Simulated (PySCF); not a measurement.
# Electronic absorption of C2H5FO3Si2

Compound: C₂H₅FO₃Si₂.
Z-matrix (Å and degrees, GFN2-xTB geometry), rows numbered from 1:
```
O 
C   1  1.2142
C   2  1.4708  1  124.58
O   3  1.2060  2  128.75  1   116.84
Si  3  1.9551  2  110.06  1   -57.74
F   5  1.6250  3  103.33  2   -44.44
Si  5  2.3256  3  107.41  2    71.26
O   7  1.6088  5  110.06  3   -13.49
H   2  1.1063  1  121.05  3  -167.94
H   5  1.4544  3  103.92  2  -150.44
H   7  1.4668  5  108.46  3  -135.48
H   7  1.4596  5  111.19  3   101.63
H   8  0.9676  7  121.79  5   -35.28
```

Computed, not measured: PySCF, TDDFT PBE0/def2-SVPD, vertical, gas phase, core orbitals frozen in the response.

```tsv
state	E (eV)	ν̃ (cm⁻¹)	f	main configurations (H = HOMO, L = LUMO)
S1	2.40	19370	0.0084	H→L (95%)
S2	3.91	31530	0.0061	H→L+1 (63%), H-3→L (15%), H-1→L (13%)
S3	4.26	34370	0.023	H-1→L (76%), H→L+1 (19%)
S4	4.77	38500	0.0042	H-2→L (44%), H-3→L (35%), H→L+1 (10%)
S5	5.07	40860	0.0020	H-2→L (51%), H-3→L (43%)
S6	5.25	42330	0.0051	H→L+2 (90%), H→L+3 (8%)
S7	5.69	45870	0.042	H→L+3 (80%), H-1→L+1 (8%)
S8	5.94	47900	0.026	H-1→L+1 (81%)
```

Triplets, Tamm–Dancoff:

```tsv
state	E (eV)	λ (nm)	main configurations (H = HOMO, L = LUMO)
T1	1.75	707.6	H→L (93%)
T2	3.27	379.6	H→L+1 (61%), H-3→L (20%), H-1→L (9%)
T3	3.94	314.8	H-1→L (72%), H→L+1 (16%)
```

The lowest singlet comes at 516 nm (232 kJ/mol) in the visible; it is weak; its leading configuration is HOMO→LUMO (95%). The most intense listed level is S7 at 5.69 eV (218 nm, f = 0.042), 3.29 eV above S1. Löwdin shares by element: HOMO oxygen 47% or more, carbon 15% or more, silicon 12% or more (atoms not listed hold the other 25%); LUMO carbon 45%, oxygen 37% or more (atoms not listed hold the other 18%). Of the 8 states listed, 3 reach f = 0.01 and none stays under 0.0005. Weighted by f, the mean energy of these states is 5.07 eV. The listed states span 3.54 eV, and the widest gap between neighbours is 1.51 eV (S1 to S2). S1 lies in the visible range (380 to 750 nm), at 516 nm, f = 0.0084; light of that wavelength is green, and its complementary colour is purple; a Tamm–Dancoff triplet lies at 708 nm, without intensity as long as spin–orbit coupling is left out. Only the lowest 8 singlets were computed, as vertical energies without vibronic structure.

One conformer stands for the species.
